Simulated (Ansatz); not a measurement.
Consider the ligand exchange at the Si–C bond: `[SiH3]/C=C/Br` + `C[NH][AlH][F]` → `C[N]([SiH3])[AlH][F]` + `C=CBr`.

Gas-phase electronic energies from Ansatz, PBE0-D4/def2-TZVP geometries. CBS: MP2 limit from def2 TZ/QZ plus the TZ coupled-cluster correction, frozen cores. Functionals use def2-TZVPP. B3LYP here is the variant with VWN-RPA as its local correlation; programs differ in this. For Br outer-core shells are correlated without core-valence functions, which leaves a few kJ/mol of doubt a bond. Scalar relativity is left out up to krypton. One conformer a species, not always the lowest.

Task: Is it downhill or uphill in electronic energy at CCSD(T)/CBS, and by how much? (Best estimate.)

Result: Ansatz gave: Downhill: ΔE = -44.0 kJ/mol.

Task: What do these levels give: PBE0-D4, B3LYP-D4, B2PLYP, PBE0, MP2/def2-TZVPP, SCS-MP2/def2-TZVPP, CCSD(T)/def2-TZVPP, HF/def2-QZVPP, MP2/def2-QZVPP, SCS-MP2/def2-QZVPP, MP2/CBS(def2), CCSD/CBS(def2)? (Estimate.)

Result: Computed: PBE0-D4 -38.4, B3LYP-D4 -42.3, B2PLYP -41.2, PBE0 -35.8, MP2/def2-TZVPP -45.1, SCS-MP2/def2-TZVPP -45.5, CCSD(T)/def2-TZVPP -44.6, HF/def2-QZVPP -46.5, MP2/def2-QZVPP -45.0, SCS-MP2/def2-QZVPP -45.3, MP2/CBS(def2) -44.5, CCSD/CBS(def2) -44.3 kJ/mol.

Largest T1 diagnostic among the species: 0.012.

The D4 term adds −4.9 kJ/mol with B3LYP and −2.6 kJ/mol with PBE0; it sums over pairs of atoms, weighted by their polarisabilities, and B3LYP, whose exchange is more repulsive, gets the larger term. From PBE to PBE0 (25 % exact exchange), in def2-TZVPP and without D4, ΔE moves by −3.7 kJ/mol.
